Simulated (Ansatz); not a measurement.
How methods differ on SnH3F (SnFH3)

SnH3F has 5 atoms, charge 0, and is taken as a singlet. As SMILES, `[H][Sn]([H])([H])[F]`. Geometry: a GFN2-xTB relaxation, a rough one for these elements and not checked as a minimum.

```tsv
atom	x (Å)	y (Å)	z (Å)
Sn	-0.0026	0.0024	-0.1669
F	0.0117	-0.0193	1.7573
H	1.6192	0.0110	-0.5382
H	-0.8177	1.4085	-0.5125
H	-0.8106	-1.4026	-0.5397
```

Each level gives the energy change with the Sn1–H4 bond stretched from 1.662 to 2.077 Å (eV). The values are calculated.

```json
{"level": "HF/STO-3G (restricted)", "kind": "Hartree–Fock", "program": "Ansatz", "value (eV)": "1.34", "less CCSDT/STO-3G": "+0.37", "CPU time (all runs)": "1.8 s"}
{"level": "SVWN5/STO-3G (restricted)", "kind": "LDA", "program": "Ansatz", "value (eV)": "1.03", "less CCSDT/STO-3G": "+0.06", "CPU time (all runs)": "4.1 s"}
{"level": "PBE/STO-3G (restricted)", "kind": "GGA", "program": "Ansatz", "value (eV)": "0.94", "less CCSDT/STO-3G": "-0.03", "CPU time (all runs)": "6 s"}
{"level": "BHLYP/STO-3G (restricted)", "kind": "global hybrid", "program": "Ansatz", "value (eV)": "1.21", "less CCSDT/STO-3G": "+0.24", "CPU time (all runs)": "6.6 s"}
{"level": "HSE06/STO-3G (restricted)", "kind": "range-separated hybrid", "program": "Ansatz", "value (eV)": "1.07", "less CCSDT/STO-3G": "+0.10", "CPU time (all runs)": "7.4 s"}
{"level": "wB97M-V/STO-3G (restricted)", "kind": "range-separated hybrid", "program": "Ansatz", "value (eV)": "1.15", "less CCSDT/STO-3G": "+0.18", "CPU time (all runs)": "78 s"}
{"level": "B2PLYP/STO-3G (restricted)", "kind": "double hybrid", "program": "Ansatz", "value (eV)": "1.11", "less CCSDT/STO-3G": "+0.14", "CPU time (all runs)": "9.1 s"}
{"level": "RPA@PBE/STO-3G (restricted)", "kind": "RPA", "program": "Ansatz", "value (eV)": "0.92", "less CCSDT/STO-3G": "-0.05", "CPU time (all runs)": "8.8 s"}
{"level": "CCSD/STO-3G (restricted)", "kind": "coupled cluster or CI", "program": "Ansatz", "value (eV)": "0.99", "less CCSDT/STO-3G": "+0.02", "CPU time (all runs)": "2.2 s"}
{"level": "CCSDT/STO-3G (restricted)", "kind": "coupled cluster or CI", "program": "Ansatz", "value (eV)": "0.97", "less CCSDT/STO-3G": "0.00", "CPU time (all runs)": "3.8 s"}
```

Differences are taken from CCSDT/STO-3G (restricted) for orientation; it has basis-set and higher-order errors of its own. All-electron rows without a relativistic Hamiltonian named are non-relativistic. The first shape isn't each level's own minimum. The values span 0.92 to 1.34 eV. All rows use very small basis sets, so none should be taken for the real molecule's value. In the correlated wave-function rows the outer d shell of Sn is correlated, in sets not made for it. Times are those of the runs behind each value, whatever else they computed, on shared processors of several kinds: orders of magnitude only.
